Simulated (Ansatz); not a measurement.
Geometry optimisation, Ansatz 0.2.0, RKS PBE/def2-SVP.

Input file:

```yaml
crystal:
  periodic: [false, false, false]
  atoms:
    - { symbol: "N", position_ang: [-2.309, -0.085, 0.4391] }
    - { symbol: B, position_ang: [-1.3204, 0.4823, -0.5476] }
    - { symbol: O, position_ang: [-0.4728, 1.5769, -0.9567] }
    - { symbol: Ge, position_ang: [0.7364, 0.2506, -1.1806] }
    - { symbol: C, position_ang: [1.6941, -0.2759, 0.3748] }
    - { symbol: F, position_ang: [1.1275, -1.3728, 0.9707] }
    - { symbol: H, position_ang: [-1.8818, -0.8203, 0.9578] }
    - { symbol: H, position_ang: [-2.5007, 0.7417, 1.1083] }
    - { symbol: H, position_ang: [-0.29266, 2.41248, -1.45616] }
    - { symbol: H, position_ang: [2.7377, -0.4935, 0.1149] }
    - { symbol: H, position_ang: [1.6802, 0.5669, 1.1437] }
basis:
  gaussian: { orbitals: def2-SVP }
hamiltonian:
  xc: pbe
relax:
  f_tol: 0.02
  max_steps: 50
```

Command:

```bash
$ ansatz run input.yaml --threads 2 --pin off --max-ram 3072MiB --backend cpu --events-out ev --progress --plain --runs-dir out
```

Task: Where does it end, and by what steps?

Result: The run converged. The force dipped under the threshold on the way, but the program's further checks kept it going. After 21 steps the energy has fallen by 3.638 eV; H9 moved furthest, 1.78 Å. Parted: O3–Ge4 (1.81 → 2.92 Å).

```csv
step,energy less start (eV),largest force component (eV/Å),accepted
0,0.0000,5.592,yes
1,-1.8981,2.780,yes
2,-2.7806,1.365,yes
3,-3.0117,1.876,yes
4,-3.1801,1.268,yes
5,-3.3193,0.811,yes
6,-3.3788,0.712,yes
7,-3.4171,0.614,yes
8,-3.4573,0.782,yes
9,-3.4883,1.355,yes
10,-3.5579,0.680,yes
11,-3.5736,0.763,yes
12,-3.6161,0.454,yes
13,-3.6192,0.290,yes
14,-3.6318,0.066,yes
15,-3.6351,0.052,yes
16,-3.6366,0.086,yes
17,-3.6375,0.043,yes
18,-3.6382,0.022,yes
19,-3.6382,0.041,no
20,-3.6384,0.016,yes
21,-3.6385,0.012,yes
```

```xyz
11
Properties=species:S:1:pos:R:3
N -2.000 0.026 0.165
B -0.867 0.633 -0.423
O -0.683 2.000 -0.493
Ge 0.747 -0.384 -1.392
C 1.881 -0.355 0.287
F 1.310 0.110 1.474
H -2.122 -0.983 0.235
H -2.735 0.545 0.655
H -1.384 2.517 -0.049
H 2.269 -1.391 0.456
H 2.783 0.264 0.050
```

Whether the end is a true minimum wasn't checked by a vibrational analysis.

Run time: 24 s on 2 threads of AMD EPYC 9R45 96-Core Processor (Zen 5), on a shared host, peak memory 0.24 GiB.
